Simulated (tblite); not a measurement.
Species: C₂H₇SSi (doublet state).
Cartesian coordinates in Å at the GFN2-xTB level; atoms count from 1:
```xyz
11
C2H7SSi angstrom
C      1.6983   -0.4525   -0.0385
Si     0.0547    0.1501    0.6984
C     -1.4498   -0.5857   -0.2139
S      0.0464    2.3231    0.4298
H      2.5460   -0.0022    0.4688
H      1.7903   -1.5312    0.0409
H      1.7609   -0.1835   -1.0917
H     -1.4175   -0.3249   -1.2709
H     -2.3898   -0.2197    0.1895
H     -1.4541   -1.6683   -0.1358
H     -1.1799    2.4976    0.8974
```

Level: GFN2-xTB in tblite, geometry and Hessian alike; calculated harmonic values, unscaled, isolated species. This tight-binding method is rough: wavenumbers can miss measured ones by several per cent, in bad cases by 10 to 20. Modes of hydrogen on sulfur can be 10 to 20 % off. One conformer, not necessarily the lowest. Open shells enter through the occupations alone, without spin polarisation, and single modes of such species can be off by tens of per cent.

Harmonic wavenumbers (cm⁻¹): 99.8, 113.6, 130.1, 146.5, 160.5, 194.9, 442.8, 681.7, 687.7, 754.9, 787.0, 821.3, 839.5, 845.6, 1353.2, 1361.0, 1467.2, 1471.2, 1475.8, 1482.2, 2471.4, 2993.9, 2999.3, 3038.0, 3045.9, 3047.8, 3050.2.

A = 5278, B = 3157, C = 2177 MHz; mass 91.004 u (most abundant isotopes); point group C1, symmetry number 1; spin multiplicity 2.

**Question.** What is the zero-point energy?

**Answer.** Half the sum of the wavenumbers: 17982 cm⁻¹ = 215.11 kJ/mol.

**Question.** What is S at 298.15 K and 1 bar for an ideal gas of classical rigid rotors and harmonic oscillators?

**Answer.** Translation 165.11, rotation 111.23, vibration 82.09, spin (R ln 2) 5.76: S = 364.2 J/(mol K).

**Question.** And Cp and H(298.15 K) − H(0)?

**Answer.** Cp = 109.86 J/(mol K), of which vibrations give 76.60 (their classical limit is 27 R = 224.5); H(298.15 K) − H(0) = 22.77 kJ/mol without the zero-point energy, 12.85 from vibrations.

**Question.** What must be added to the electronic energy to get the Gibbs energy at 298.15 K and 1 bar?

**Answer.** ZPE + [H(298.15 K) − H(0)] − T·S = 215.11 + 22.77 − 108.59 = 129.29 kJ/mol.

**Question.** How do the functions run with temperature in this model?

**Answer.** 
```csv
T (K),S (J/(mol K)),Cp (J/(mol K)),H − H(0) (kJ/mol),G − H(0) (kJ/mol),ln q(vib)
150,300.1,80.3,8.69,-36.32,1.94
250,345.7,100.2,17.71,-68.72,3.84
400,399.2,128.5,34.93,-124.74,6.40
600,457.0,157.1,63.64,-210.54,9.48
900,526.7,186.9,115.53,-358.50,13.56
```

q(vib) and H(0) count from the zero-point level.

**Question.** Blend soft modes into free rotors: weight 1/[1 + (100 cm⁻¹/ν̃)⁴] for the oscillator and the rest for a rotor with moment μB/(μ + B), μ = h/(8π²ν), B = 10⁻⁴⁴ kg m². What vibrational entropy results?

**Answer.** 79.45 J/(mol K) in place of 82.09, which changes −T·S at 298.15 K by +0.79 kJ/mol.

Hindered rotation and anharmonicity are outside this model. Other conformers, if any are populated, would add a mixing term that is left out. The structure is chiral; the term R ln 2 for an equal mix with its mirror image is left out.
